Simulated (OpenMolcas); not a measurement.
**Nb4+: moving the ligands**

Nb4+ with 6 ligands (fluoride) in octahedral coordination (Oh) at 1.99 Å. A charge of +0.333 e stands 3.2 Å behind each ligand. Ligand basis ANO-RCC-VDZP.
```
Nb    0.0000    0.0000    0.0000
F     1.9900    0.0000    0.0000
F     0.0000    1.9900    0.0000
F    -1.9900    0.0000    0.0000
F     0.0000   -1.9900    0.0000
F     0.0000    0.0000    1.9900
F     0.0000    0.0000   -1.9900
```

```yaml
Program: OpenMolcas 26.06
Method: "SS-CASPT2, IPEA 0.25 Eh, imaginary shift 0.1 Eh (closed shells correlated: 4s 4p and the ligand valence shells)"
Basis: ANO-RCC-VDZP [6s5p3d1f]
Scalar_Hamiltonian: DKH2, point nucleus
Active_space: 1 electron in 5 orbitals (4d)
State_averaging: 2S+1 = 2 even, 5 roots
Spin-orbit_coupling: state interaction with AMFI integrals over the reference wave functions
```

Runs around this geometry, states (labels of O, the rotations of Oh). Energies in cm-1 above the lowest state or level, χT in cm3 K/mol; under a threefold ground state the first gap can be a small split of the lowest multiplet, not the spin-orbit step; 10Dq is the gap between the two states.

```tsv
R (Å)	Ground state	First state of that spin	10Dq	First gap with spin-orbit (degeneracies)	χT at 300 K
1.96	2T2	2E 33230	33231	990 (4, 2)	0.149
1.99	2T2	2E 31210	31205	1000 (4, 2)	0.149
2.07	2T2	2E 26380	26376	1000 (4, 2)	0.149
```

Taking |10Dq| as R^-n, n = -ln(26376 / 33231) / ln(2.07 / 1.96) = 4.2 between the shortest and longest distance. The point-charge formula for a cubic d site gives n = 5.

Roots that are degenerate in the reference are averaged as groups; the widest CASPT2 spread within a group is 51 cm-1 (the 3-fold group of multiplicity 2 near 0 cm-1 above the lowest state of its run, R = 1.96). Shifts and gaps below about the spread of the groups concerned are not significant. Over all roots computed the reference weight is 0.72 in R = 1.96, 0.71 to 0.72 in R = 1.99, 0.71 in R = 2.07; a low but even weight reflects the number of correlated electrons. An orbital triplet at a regular site is open to Jahn-Teller coupling, which can distort the site and quench the lowest spin-orbit gaps and is left out. Ligand-to-metal charge-transfer states are missing. With one d shell and no ligand orbital active, 10Dq can be off by a tenth or more. The least metal-like active orbital is 77 % on the metal (Löwdin) and no ligand orbital is active, so the numbers are rough (holds for R = 1.96). The least metal-like active orbital is 78 % on the metal (Löwdin) and no ligand orbital is active, so the numbers are rough (holds for R = 1.99). The least metal-like active orbital is 80 % on the metal (Löwdin) and no ligand orbital is active, so the numbers are rough (holds for R = 2.07). No measured value stands beside these numbers; the geometry is a model, was not optimised and need not be the one that this ion takes.
